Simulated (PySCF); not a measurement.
Species: C4H3BF2O.
Structure used (GFN2-xTB), in Å, numbered top down from 1:
```
atom  x, y, z in Å
F1     2.1731   -1.7552   -0.0072
B2     1.8880   -0.4736    0.0976
C3     0.4137   -0.0372    0.0263
C4    -0.7671   -0.8398   -0.1431
C5    -1.8280   -0.0004   -0.1438
O6    -1.4191    1.2848    0.0130
C7    -0.0970    1.2328    0.1103
F8     0.5240    2.3894    0.2702
H9     2.7835    0.2695    0.2388
H10   -0.7832   -1.9044   -0.2487
H11   -2.8823   -0.1632   -0.2395
```

The closed-shell ground state was solved at several levels (PySCF, density fitting, gas phase, non-relativistic).

```tsv
level	basis functions	total energy (Eh)	HOMO (eV)	LUMO (eV)	gap (eV)	dipole (D)
CAM-B3LYP/def2-SVPD	193	-453.5337	-8.49	-0.26	8.23	1.69
PBE0/pcSseg-1	151	-453.4907	-7.16	-1.25	5.91	1.72
```

**Question.** Estimate the row for B3LYP/pcJ-1, a basis of 246 functions; the other rows only guide the guess.

**Answer.** Total energy -454.0271 Eh, HOMO -6.94 eV, LUMO -1.46 eV, gap 5.48 eV, dipole 1.74 D.

**Question.** Over all these levels, which gives the widest orbital gap and which the narrowest?

**Answer.** CAM-B3LYP/def2-SVPD (range-separated hybrid) has the widest, 8.23 eV, and B3LYP/pcJ-1 (global hybrid, 20 % exact exchange) the narrowest, 5.48 eV. Functional and basis both differ between the two, so the spread mixes both effects.

**Question.** How far do the dipole and the HOMO energy spread over the levels?

**Answer.** The dipole runs from 1.69 to 1.74 D (mean 1.72 D) and the HOMO from -8.49 to -6.94 eV.

One conformer stands for the species.
